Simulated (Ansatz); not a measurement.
## Relative stability

The two ends of one reaction step of GeH5SBr, closed shell (PBE0-D4/def2-TZVP).

A:

```xyz
8
angstrom
Ge -0.8718 0.9940 -0.6032
S 0.7890 -1.8180 1.5515
H -1.5744 2.0840 -1.4206
H -1.2237 1.0788 0.8822
H -1.1152 -0.3990 -1.1858
H 1.5643 -0.8120 1.1136
Br 1.4001 1.4228 -0.7916
H 1.0316 -2.5506 0.4541
```

B:

```json
{"atom": "Ge1", "x (Å)": "-1.1947", "y (Å)": "0.1231", "z (Å)": "-0.1334"}
{"atom": "S2", "x (Å)": "0.3160", "y (Å)": "-1.1726", "z (Å)": "0.8957"}
{"atom": "H3", "x (Å)": "-0.5290", "y (Å)": "0.8302", "z (Å)": "-1.3186"}
{"atom": "H4", "x (Å)": "-1.6331", "y (Å)": "1.1162", "z (Å)": "0.9453"}
{"atom": "H5", "x (Å)": "-2.3667", "y (Å)": "-0.7510", "z (Å)": "-0.5971"}
{"atom": "H6", "x (Å)": "1.9532", "y (Å)": "0.3537", "z (Å)": "0.4198"}
{"atom": "Br7", "x (Å)": "2.8534", "y (Å)": "1.4028", "z (Å)": "-0.0157"}
{"atom": "H8", "x (Å)": "0.6010", "y (Å)": "-1.9024", "z (Å)": "-0.1959"}
```

Computed with Ansatz 0.2.0 (basis: def2-TZVPP); correlated methods freeze the cores. Filled d shells of the heavier atoms are correlated. The def2 sets are not built for correlating such inner shells, so the correlated values are less sure here. B3LYP uses VWN-RPA correlation.

Which structure is lower at CCSD(T), and by how much? (To be estimated.)

The calculation gives: A, by 7.44 kcal/mol (electronic energy, against the other). By their contacts, A is a complex of GeH₃Br ([GeH3][Br]) + H₂S and B is a complex of GeH₄S ([SH][GeH3]) + HBr.

All methods give the same order:

| method | E(B) − E(A) (kcal/mol) |
| --- | --- |
| SPW92 | 2.98 |
| PBE-D4 | 4.96 |
| BLYP-D4 | 5.88 |
| r2SCAN-D4 | 6.20 |
| B97M-V | 7.27 |
| PBE0-D4 | 6.27 |
| B3LYP-D4 | 6.94 |
| r2SCAN0-D4 | 7.10 |
| BHLYP-D4 | 8.65 |
| CAM-B3LYP-D4 | 7.47 |
| wB97X-V | 8.05 |
| wB97M-V | 8.09 |
| B2PLYP | 7.36 |
| PBE-QIDH | 7.16 |
| RPA on PBE | 7.84 |
| HF | 12.19 |
| MP2 | 6.99 |
| CCSD | 8.24 |
| CCSD(T) | 7.44 |

T1 diagnostic: at most 0.010.

Labels in which every atom is bracketed show which atoms are joined, not bond orders.

For scale, one of the runs: CCSD(T)/def2-TZVPP, 208 basis functions, launched by `ansatz run in.yaml --threads 4 --pin off --events-out ev --progress --plain --max-ram 9574MiB`. Time: 2.1 min of wall clock on 4 CPU threads of an Arm Neoverse V1; the host was shared. Peak host memory: 2.7 GiB.
